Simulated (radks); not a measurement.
Results of a calculation; reference values are marked as such.
Problem. Valence configurations of the europium ion Eu2+ (all share [Xe]). Level of theory: scalar-relativistic Kohn-Sham, r2SCAN, spin-polarised, spherical densities, finite nucleus; open shells are filled with parallel spins first (spin-orbit coupling, left out, can overturn this in heavy ions); meta-GGA in the generalised Kohn-Sham scheme; Fermi nuclear charge, rms radius 5.1115 fm (a radial shooting solver on a logarithmic mesh with Libxc functionals). Order these by energy: 4f6 6s1; 4f5 6p2; 4f5 6s2; 4f6 5d1; 4f4 6s1 6p2; 4f6 6p1; 4f6.5 6s0.5; 4f7; 4f5 5d2.

Solution. From the lowest, in eV above it: 4f7 0.000; 4f6.5 6s0.5 2.829; 4f6 5d1 6.246; 4f6 6s1 7.046; 4f6 6p1 11.538; 4f5 5d2 16.970; 4f5 6s2 22.702; 4f5 6p2 31.104; 4f4 6s1 6p2 54.393. NIST lists [Xe] 4f7 as the ground configuration; this level of theory agrees among the configurations tried. The energies are those of spherical high-spin densities, not of single terms.
